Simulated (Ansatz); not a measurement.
```yaml
crystal:
  periodic: [false, false, false]
  atoms:
    - {symbol: Mg, position_ang: [-0.984886, -0.982707, -2.894420]}
    - {symbol: O, position_ang: [-1.071294, -1.066289, -0.968845]}
    - {symbol: Mg, position_ang: [-1.032951, -1.027129, 0.968258]}
    - {symbol: O, position_ang: [-0.973543, -0.967346, 2.951792]}
    - {symbol: O, position_ang: [-0.975669, 0.971554, -2.949707]}
    - {symbol: Mg, position_ang: [-1.030570, 1.031589, -0.966051]}
    - {symbol: O, position_ang: [-1.064597, 1.070907, 0.971130]}
    - {symbol: Mg, position_ang: [-0.974440, 0.986939, 2.896515]}
    - {symbol: O, position_ang: [0.969356, -0.972177, -2.951583]}
    - {symbol: Mg, position_ang: [1.028501, -1.031794, -0.968035]}
    - {symbol: O, position_ang: [1.066672, -1.070705, 0.969077]}
    - {symbol: Mg, position_ang: [0.980633, -0.986326, 2.894633]}
    - {symbol: Mg, position_ang: [0.978690, 0.982095, -2.896728]}
    - {symbol: O, position_ang: [1.069215, 1.066089, -0.971361]}
    - {symbol: Mg, position_ang: [1.035018, 1.027335, 0.965828]}
    - {symbol: O, position_ang: [0.979854, 0.967971, 2.949498]}
basis:
  gaussian: {orbitals: def2-TZVP, initial_orbitals: start.molden}
total_charge: 1
magnetization: {spin_polarized: true, initial_magnetization: 1}
hamiltonian: {xc: pbe0, dispersion: d4}
scf: {omitted_lower_state_checks: [starts]}
output: {orbitals: {seedname: orbitals}}
```

The file start.molden holds the orbitals of an earlier run on this structure, at another level or in another basis.

```sh
$ ansatz run in.yaml --threads 4 --pin off --events-out ev --progress --plain --max-ram 6963MiB
```

Task: Does this run fit into the memory that it is given?

Result: No. It has 504 basis functions, and Ansatz plans for 11 GiB where 7 GiB are given.
